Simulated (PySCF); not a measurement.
# Gas-phase XPS of `O[SiH2]C1C=C1`, computed

C₃H₆OSi.
Atom-mapped SMILES: `[OH:1][SiH2:2][CH:3]1[CH:4]=[CH:5]1`

Computed with delta-SCF UKS SCAN, pcX-2 on the ionised atom, pcseg-1 elsewhere, spin-free X2C (PySCF 2.14.0). Vertical ΔSCF values, vacuum level as zero.

Q: Give the core binding energies atom by atom.

A: 
```json
{"atom(s)": "Si2", "bonded to": "O, C and 2 H", "level": "Si 1s", "binding energy (eV)": "1846.60", "2p1/2 (eV)": "–", "above the level's lowest (eV)": "0.00", "count": "1"}
{"atom(s)": "O1", "bonded to": "H and Si", "level": "O 1s", "binding energy (eV)": "538.38", "2p1/2 (eV)": "–", "above the level's lowest (eV)": "0.00", "count": "1"}
{"atom(s)": "C4/C5", "bonded to": "C (double bond), C and H", "level": "C 1s", "binding energy (eV)": "290.75", "2p1/2 (eV)": "–", "above the level's lowest (eV)": "+0.34", "count": "2"}
{"atom(s)": "C3", "bonded to": "2 C, H and Si", "level": "C 1s", "binding energy (eV)": "290.41", "2p1/2 (eV)": "–", "above the level's lowest (eV)": "0.00", "count": "1"}
{"atom(s)": "Si2", "bonded to": "O, C and 2 H", "level": "Si 2p3/2", "binding energy (eV)": "106.76", "2p1/2 (eV)": "107.38", "above the level's lowest (eV)": "0.00", "count": "1"}
```

Lowest listed C 1s: C3, bonded to 2 C, H and Si. Highest, 0.34 eV above it: C4/C5, bonded to C (double bond), C and H. Summing the Pauling electronegativity differences to the bonded atoms, each weighted by its formal bond order, gives -1.00 for the lowest site and -0.35 for the highest.

Q: What is the longest wavelength that can ionise Si 1s of Si2 vertically?

A: λ = hc/E = 12398.42 eV Å / 1846.60 eV = 6.714 Å.

Atoms equivalent by their bonding share one computed value, that of the first of them. The 2p values add to the ΔSCF energy of one spin-free hole a correction within the shell (spin–orbit coupling, ligand field). 2p1/2 minus 2p3/2 (ligand field included): Si 0.63 eV. Geometry: GFN2-xTB, one conformer, isolated molecule.

Shape of the structure used: `[OH:1][SiH2:2][CH:3]1[CH:4]=[CH:5]1`: O1–Si2–C3–C4 -150°, H–O1–Si2–C3 180°.
